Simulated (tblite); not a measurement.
Record of a relaxation.

C7H5F2O (doublet state).
Atom-mapped SMILES: `[O:1][c:2]1[cH:3][cH:4][cH:5][c:6]([CH:7]([F:8])[F:9])[cH:10]1` (hydrogens: H11 on C3; H12 on C4; H13 on C5; H14 on C7; H15 on C10)
Bond orders are those of one Lewis drawing.

Computed with GFN2-xTB (tblite), gas phase: L-BFGS steps from a force-field or distance-geometry start until the largest atomic force falls under 0.01 eV/Å. 12 of its 87 geometries are shown.

Step 0: E = -843.2705 eV, largest atomic force 2.874 eV/Å
```
atom  x, y, z in Å  |  force x, y, z in eV/Å
O1     -2.134    2.275    0.112    0.505  -0.937  -0.077
C2     -1.473    1.202    0.081   -0.870   1.422   0.267
C3     -2.052   -0.078    0.185   -1.489  -2.008   0.043
C4     -1.328   -1.261    0.147   -0.905   0.350   0.209
C5      0.054   -1.232    0.034    0.186  -0.108  -0.098
C6      0.696    0.001   -0.081   -0.785   1.092   0.290
C7      2.190    0.095   -0.228    0.499  -0.247   0.065
F8      2.760   -1.038   -0.740   -0.428   0.182   0.151
F9      2.842    0.298    0.959   -0.419  -0.002  -0.255
C10    -0.071    1.182   -0.025    2.841  -0.130  -0.413
H11    -3.148   -0.131    0.278    0.557   0.041  -0.036
H12    -1.853   -2.219    0.237    0.266   0.469  -0.064
H13     0.618   -2.154    0.014    0.055   0.079  -0.012
H14     2.463    0.909   -0.903    0.159   0.300  -0.093
H15     0.433    2.157   -0.091   -0.170  -0.503   0.022
```

Step 8: E = -843.4646 eV, largest atomic force 0.081 eV/Å
```
atom  x, y, z in Å  |  force x, y, z in eV/Å
O1     -2.112    2.239    0.110   -0.068   0.044   0.003
C2     -1.464    1.190    0.093   -0.001   0.006   0.052
C3     -2.093   -0.117    0.188    0.021   0.051  -0.014
C4     -1.348   -1.261    0.159    0.008  -0.037   0.024
C5      0.043   -1.211    0.035   -0.037  -0.007  -0.033
C6      0.695    0.025   -0.079    0.022  -0.029   0.015
C7      2.196    0.101   -0.238   -0.002   0.000  -0.009
F8      2.714   -1.046   -0.736   -0.024  -0.002   0.014
F9      2.807    0.302    0.960   -0.045  -0.034  -0.006
C10    -0.017    1.192   -0.033   -0.050   0.023  -0.041
H11    -3.169   -0.139    0.279    0.021  -0.002  -0.001
H12    -1.838   -2.222    0.233    0.056   0.001   0.001
H13     0.617   -2.124    0.011    0.046  -0.010  -0.003
H14     2.494    0.927   -0.903    0.051  -0.028   0.010
H15     0.469    2.153   -0.100    0.002   0.025  -0.013
```

Step 16: E = -843.4692 eV, largest atomic force 0.052 eV/Å
```
atom  x, y, z in Å  |  force x, y, z in eV/Å
O1     -2.132    2.237    0.122    0.008   0.038   0.006
C2     -1.470    1.196    0.098    0.009  -0.037   0.002
C3     -2.088   -0.116    0.195    0.013   0.008  -0.026
C4     -1.339   -1.258    0.162   -0.010  -0.042   0.003
C5      0.050   -1.205    0.027   -0.044   0.028   0.000
C6      0.690    0.037   -0.093    0.034  -0.011  -0.022
C7      2.192    0.096   -0.240    0.023   0.001   0.012
F8      2.694   -1.062   -0.730    0.001   0.011   0.003
F9      2.779    0.278    0.972    0.017  -0.011  -0.001
C10    -0.023    1.204   -0.046   -0.029   0.003  -0.013
H11    -3.164   -0.141    0.281    0.022  -0.016   0.023
H12    -1.817   -2.224    0.237   -0.015  -0.006   0.009
H13     0.633   -2.113    0.004   -0.009   0.032  -0.007
H14     2.525    0.914   -0.898    0.006  -0.011   0.023
H15     0.466    2.164   -0.115   -0.026   0.014  -0.012
```

Step 23: E = -843.4706 eV, largest atomic force 0.026 eV/Å
```
atom  x, y, z in Å  |  force x, y, z in eV/Å
O1     -2.132    2.237    0.132   -0.009   0.020   0.000
C2     -1.472    1.196    0.095   -0.004  -0.022  -0.008
C3     -2.088   -0.117    0.193    0.000   0.004   0.012
C4     -1.339   -1.259    0.161    0.006  -0.010  -0.007
C5      0.049   -1.198    0.021   -0.008   0.003   0.007
C6      0.690    0.043   -0.100    0.021  -0.011  -0.010
C7      2.194    0.092   -0.237    0.010   0.006   0.005
F8      2.691   -1.067   -0.728   -0.004   0.014  -0.007
F9      2.776    0.263    0.979   -0.002  -0.003   0.001
C10    -0.026    1.208   -0.058   -0.019  -0.001   0.005
H11    -3.162   -0.147    0.293   -0.007   0.009   0.008
H12    -1.815   -2.226    0.243    0.009   0.012  -0.001
H13     0.637   -2.102   -0.001   -0.003  -0.016  -0.003
H14     2.539    0.911   -0.888    0.001   0.002   0.017
H15     0.452    2.174   -0.127    0.010  -0.007  -0.017
```

Step 31: E = -843.4713 eV, largest atomic force 0.032 eV/Å
```
atom  x, y, z in Å  |  force x, y, z in eV/Å
O1     -2.133    2.237    0.133    0.000   0.020  -0.003
C2     -1.474    1.195    0.093    0.006  -0.015  -0.020
C3     -2.090   -0.117    0.197    0.011   0.002   0.018
C4     -1.339   -1.257    0.160    0.000  -0.025   0.000
C5      0.049   -1.198    0.018   -0.014  -0.002   0.007
C6      0.692    0.043   -0.104    0.008  -0.008  -0.004
C7      2.197    0.094   -0.232   -0.004  -0.002  -0.004
F8      2.693   -1.060   -0.736    0.008   0.012  -0.005
F9      2.773    0.248    0.990   -0.018  -0.012  -0.007
C10    -0.029    1.206   -0.069   -0.004   0.019   0.009
H11    -3.163   -0.146    0.309    0.003  -0.003  -0.002
H12    -1.812   -2.224    0.245   -0.011  -0.004   0.000
H13     0.633   -2.105   -0.006    0.015  -0.007   0.001
H14     2.549    0.920   -0.870   -0.015  -0.001   0.013
H15     0.449    2.170   -0.150    0.016   0.027  -0.005
```

Step 39: E = -843.4722 eV, largest atomic force 0.026 eV/Å
```
atom  x, y, z in Å  |  force x, y, z in eV/Å
O1     -2.130    2.239    0.126   -0.002  -0.009   0.001
C2     -1.472    1.195    0.089    0.000   0.002  -0.026
C3     -2.086   -0.116    0.208    0.002   0.005   0.000
C4     -1.338   -1.259    0.164   -0.002   0.009   0.008
C5      0.049   -1.200    0.015   -0.004   0.000  -0.009
C6      0.690    0.041   -0.112   -0.005  -0.001   0.010
C7      2.195    0.095   -0.227   -0.004   0.002  -0.008
F8      2.700   -1.044   -0.755   -0.002   0.000  -0.002
F9      2.756    0.218    1.006    0.000  -0.016  -0.008
C10    -0.028    1.206   -0.085    0.002  -0.006   0.009
H11    -3.159   -0.144    0.331    0.007  -0.002  -0.004
H12    -1.815   -2.225    0.249    0.008   0.004   0.006
H13     0.635   -2.106   -0.012   -0.004   0.008   0.009
H14     2.550    0.939   -0.838    0.008   0.014   0.001
H15     0.450    2.170   -0.181   -0.005  -0.009   0.012
```

Step 47: E = -843.4732 eV, largest atomic force 0.055 eV/Å
```
atom  x, y, z in Å  |  force x, y, z in eV/Å
O1     -2.134    2.239    0.102    0.007  -0.052  -0.017
C2     -1.475    1.195    0.069    0.012   0.035   0.031
C3     -2.085   -0.116    0.207   -0.009  -0.004   0.015
C4     -1.335   -1.259    0.174   -0.013   0.036  -0.008
C5      0.050   -1.199    0.013    0.020  -0.008   0.010
C6      0.689    0.042   -0.124   -0.037   0.016   0.024
C7      2.195    0.097   -0.226   -0.012  -0.013   0.013
F8      2.699   -1.018   -0.804    0.003   0.008  -0.029
F9      2.742    0.152    1.018    0.019  -0.001   0.009
C10    -0.032    1.206   -0.100    0.037  -0.003  -0.012
H11    -3.155   -0.143    0.349   -0.007  -0.010  -0.024
H12    -1.811   -2.223    0.279    0.005  -0.006   0.003
H13     0.639   -2.104   -0.002   -0.008   0.011  -0.005
H14     2.559    0.971   -0.787    0.005  -0.016  -0.003
H15     0.450    2.168   -0.190   -0.021   0.005  -0.007
```

Step 55: E = -843.4756 eV, largest atomic force 0.065 eV/Å
```
atom  x, y, z in Å  |  force x, y, z in eV/Å
O1     -2.145    2.234    0.044    0.020  -0.039  -0.004
C2     -1.480    1.194    0.048   -0.004   0.051   0.031
C3     -2.085   -0.115    0.215   -0.017  -0.019  -0.053
C4     -1.332   -1.256    0.197    0.008   0.034   0.027
C5      0.052   -1.192    0.028    0.054  -0.016   0.032
C6      0.691    0.049   -0.119   -0.045   0.029   0.007
C7      2.197    0.096   -0.221   -0.023   0.004  -0.004
F8      2.686   -0.966   -0.907   -0.016   0.001   0.034
F9      2.747    0.030    1.021    0.020  -0.028  -0.043
C10    -0.034    1.210   -0.107    0.029  -0.001  -0.010
H11    -3.156   -0.146    0.340   -0.013   0.003   0.015
H12    -1.798   -2.220    0.329   -0.019  -0.015  -0.027
H13     0.641   -2.096    0.016    0.019  -0.007  -0.003
H14     2.572    1.010   -0.705   -0.009   0.012   0.015
H15     0.439    2.176   -0.202   -0.003  -0.008  -0.016
```

Step 63: E = -843.4789 eV, largest atomic force 0.067 eV/Å
```
atom  x, y, z in Å  |  force x, y, z in eV/Å
O1     -2.158    2.228   -0.021    0.005   0.006   0.011
C2     -1.484    1.194    0.023   -0.021   0.017   0.011
C3     -2.084   -0.115    0.212    0.000  -0.024   0.007
C4     -1.325   -1.251    0.227    0.017  -0.010   0.004
C5      0.059   -1.186    0.066    0.028   0.017  -0.059
C6      0.690    0.057   -0.100    0.027   0.032   0.032
C7      2.194    0.096   -0.214    0.052  -0.013   0.010
F8      2.653   -0.893   -1.021   -0.015   0.032   0.010
F9      2.767   -0.123    1.001   -0.029  -0.002  -0.041
C10    -0.037    1.215   -0.114    0.000   0.002  -0.020
H11    -3.156   -0.150    0.334   -0.012   0.008  -0.006
H12    -1.789   -2.215    0.367   -0.026  -0.025  -0.010
H13     0.656   -2.085    0.045   -0.014   0.000   0.055
H14     2.580    1.055   -0.594   -0.019  -0.030   0.002
H15     0.430    2.181   -0.234    0.008  -0.008  -0.006
```

Step 70: E = -843.4813 eV, largest atomic force 0.050 eV/Å
```
atom  x, y, z in Å  |  force x, y, z in eV/Å
O1     -2.166    2.222   -0.057   -0.009   0.021   0.016
C2     -1.488    1.193    0.006   -0.002  -0.004  -0.004
C3     -2.083   -0.116    0.209   -0.006   0.006  -0.013
C4     -1.321   -1.251    0.238   -0.004  -0.004   0.007
C5      0.065   -1.180    0.087   -0.007   0.002   0.049
C6      0.691    0.065   -0.082    0.021  -0.018  -0.014
C7      2.194    0.098   -0.206    0.031  -0.018  -0.026
F8      2.622   -0.823   -1.106    0.017   0.000  -0.001
F9      2.782   -0.237    0.973   -0.029   0.017  -0.032
C10    -0.040    1.219   -0.126   -0.003  -0.008   0.007
H11    -3.155   -0.152    0.327   -0.010   0.004  -0.007
H12    -1.785   -2.215    0.383    0.003  -0.001  -0.008
H13     0.665   -2.077    0.107    0.008   0.004   0.001
H14     2.584    1.079   -0.514    0.007  -0.005   0.028
H15     0.429    2.183   -0.260   -0.017   0.003  -0.002
```

Step 78: E = -843.4828 eV, largest atomic force 0.025 eV/Å
```
atom  x, y, z in Å  |  force x, y, z in eV/Å
O1     -2.169    2.221   -0.069   -0.006   0.016   0.012
C2     -1.491    1.192   -0.003    0.004  -0.006  -0.002
C3     -2.085   -0.117    0.202    0.000   0.002  -0.005
C4     -1.318   -1.248    0.250    0.000  -0.007  -0.001
C5      0.069   -1.174    0.116   -0.010   0.001   0.007
C6      0.693    0.069   -0.077    0.005  -0.010  -0.013
C7      2.196    0.096   -0.209    0.013   0.004   0.005
F8      2.611   -0.768   -1.171   -0.005   0.016   0.018
F9      2.782   -0.323    0.943    0.002  -0.004  -0.012
C10    -0.042    1.220   -0.137    0.000  -0.001   0.005
H11    -3.158   -0.154    0.313   -0.005  -0.004  -0.014
H12    -1.780   -2.214    0.391   -0.001   0.003   0.019
H13     0.673   -2.067    0.162    0.005  -0.005  -0.011
H14     2.598    1.091   -0.450   -0.010  -0.004   0.001
H15     0.418    2.185   -0.283    0.008  -0.002  -0.009
```

Step 86: E = -843.4835 eV, largest atomic force 0.008 eV/Å
```
atom  x, y, z in Å  |  force x, y, z in eV/Å
O1     -2.169    2.221   -0.069    0.000   0.005  -0.002
C2     -1.491    1.192   -0.011    0.003  -0.006  -0.003
C3     -2.086   -0.118    0.193    0.002  -0.001   0.000
C4     -1.318   -1.247    0.260    0.004  -0.005   0.003
C5      0.069   -1.173    0.133   -0.002   0.002   0.002
C6      0.693    0.068   -0.072    0.003  -0.002  -0.005
C7      2.196    0.097   -0.207    0.000   0.003  -0.003
F8      2.604   -0.723   -1.209   -0.001   0.001   0.000
F9      2.787   -0.375    0.920    0.000   0.003  -0.001
C10    -0.043    1.218   -0.145   -0.003   0.001   0.001
H11    -3.160   -0.158    0.290   -0.001   0.006   0.001
H12    -1.780   -2.211    0.414    0.000   0.000   0.001
H13     0.675   -2.065    0.189    0.000  -0.006  -0.004
H14     2.597    1.101   -0.407    0.000  -0.004   0.007
H15     0.420    2.181   -0.301   -0.004   0.003   0.002
```

**Question.** Summarise the path.

**Answer.** The energy falls by 0.2130 eV from step 0 to step 86; nine tenths of that is first reached at step 7. It falls at every step. The largest force goes from 2.874 to 0.008 eV/Å. Among the bonds C2–C10 changes most, from 1.406 to 1.455 Å; the atoms move by 0.297 Å rms after alignment.

**Question.** Follow the three bonds and two angles with the largest change from start to end.

**Answer.** 
```
step  E above end (eV)  largest force (eV/Å)  C2–C10 (Å)  C2–C3 (Å)  C6–C10 (Å)  C5–C6–C7 (°)  C4–C3–H11 (°)
   0            0.2130                 2.874       1.406      1.409       1.409         121.3          118.8
   4            0.0266                 0.248       1.451      1.448       1.374         121.2          121.4
   7            0.0199                 0.153       1.453      1.453       1.368         121.0          121.9
  11            0.0168                 0.076       1.452      1.453       1.369         120.8          121.6
  15            0.0147                 0.075       1.454      1.454       1.368         120.0          121.8
  19            0.0135                 0.050       1.454      1.452       1.369         119.6          121.7
  22            0.0130                 0.023       1.454      1.453       1.368         119.5          121.6
  26            0.0127                 0.023       1.454      1.453       1.369         119.5          121.7
  30            0.0123                 0.023       1.454      1.452       1.369         119.6          121.8
  34            0.0117                 0.034       1.454      1.453       1.368         119.6          121.6
  37            0.0114                 0.024       1.454      1.453       1.369         119.6          121.7
  41            0.0112                 0.025       1.454      1.453       1.368         119.6          121.7
  45            0.0108                 0.046       1.453      1.452       1.368         119.6          121.7
  49            0.0099                 0.036       1.454      1.453       1.368         119.4          121.7
  52            0.0092                 0.054       1.454      1.453       1.368         119.4          121.6
  56            0.0072                 0.069       1.455      1.452       1.369         119.1          121.8
  60            0.0058                 0.040       1.455      1.453       1.368         118.8          121.8
  64            0.0040                 0.073       1.454      1.452       1.368         118.6          121.5
  67            0.0032                 0.043       1.455      1.453       1.367         118.3          121.6
  71            0.0019                 0.050       1.454      1.453       1.367         118.3          121.6
  75            0.0009                 0.026       1.455      1.453       1.367         118.2          121.7
  79            0.0005                 0.032       1.455      1.453       1.367         118.1          121.7
  82            0.0002                 0.024       1.455      1.453       1.367         118.2          121.6
  86            0.0000                 0.008       1.455      1.453       1.367         118.2          121.6
```

What follows is the cost of the whole relaxation. On one thread of an Arm Neoverse V2 (shared host), this took 0.43 s wall.
